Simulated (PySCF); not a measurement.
# Mayer bond orders and bond lengths

Compound: C7H13F.
Numbering: `[CH3:1][CH2:2][CH2:3]/[C:4]([CH3:5])=[CH:6]/[CH2:7][F:8]` (hydrogens: H9, H10, H11 on C1; H12, H13 on C2; H14, H15 on C3; H16, H17, H18 on C5; H19 on C6; H20, H21 on C7)

Cartesian coordinates in Å at the GFN2-xTB level; atoms count from 1:
```
atom  x, y, z in Å
C1     3.155    0.246   -0.014
C2     1.740   -0.315   -0.066
C3     0.702    0.734    0.351
C4    -0.689    0.170    0.316
C5    -1.063   -0.786    1.411
C6    -1.541    0.482   -0.654
C7    -2.928   -0.067   -0.757
F8    -3.566    0.429   -1.867
H9     3.403    0.569    0.995
H10    3.252    1.102   -0.679
H11    3.877   -0.508   -0.319
H12    1.516   -0.649   -1.081
H13    1.669   -1.182    0.593
H14    0.774    1.590   -0.322
H15    0.930    1.077    1.363
H16   -1.952   -0.437    1.936
H17   -0.256   -0.890    2.131
H18   -1.291   -1.770    1.002
H19   -1.269    1.170   -1.440
H20   -3.544    0.212    0.109
H21   -2.930   -1.161   -0.857
```

Bond orders from the PBE0/pcSseg-1 density (PySCF). The structure is a single GFN2-xTB conformer in the gas phase; no vibrational or solvent corrections.

How far do the computed orders between heavy atoms stray from the drawn ones?

The largest departure is 0.160, at C4–C6 (drawn double, 1.840). Drawn single, order below 0.88: C7–F8 (0.869).

Give the Mayer order of every bond between heavy atoms, beside its length.

```csv
bond,drawn as,length (Å),Mayer order
C1–C2,single,1.523,1.066
C2–C3,single,1.533,1.009
C3–C4,single,1.501,1.069
C4–C5,single,1.501,1.063
C4–C6,double,1.328,1.840
C6–C7,single,1.495,1.049
C7–F8,single,1.373,0.869
```

By pair of heavy elements: C–C: lowest C2–C3 (1.009, 1.533 Å), highest C4–C6 (1.840, 1.328 Å); in 1 of the 15 pairs the longer bond (by over 0.003 Å) has the higher order (by 0.02 or more).

And the bonds to hydrogen?

C–H: 0.93 to 0.97 (13 bonds).

Sum the orders of all bonds at each heavy atom with more than one neighbour and set the sums beside the valence in the SMILES.

C1 3.966 (drawn 4), C2 3.975 (drawn 4), C3 3.958 (drawn 4), C4 3.972 (drawn 4), C5 3.909 (drawn 4), C6 3.852 (drawn 4), C7 3.803 (drawn 4). Orders between atoms that aren't bonded are not in these sums.

The Mayer order sums products of elements of PS (density times overlap matrix) between the two atoms' basis functions, so it depends on the basis set.

These values come from a run that also computed NMR shieldings. Hardware: Arm Neoverse V2, one thread, on a shared host. Cost: 41 s wall (grids of density and orbitals included), 0.89 GiB resident at most.
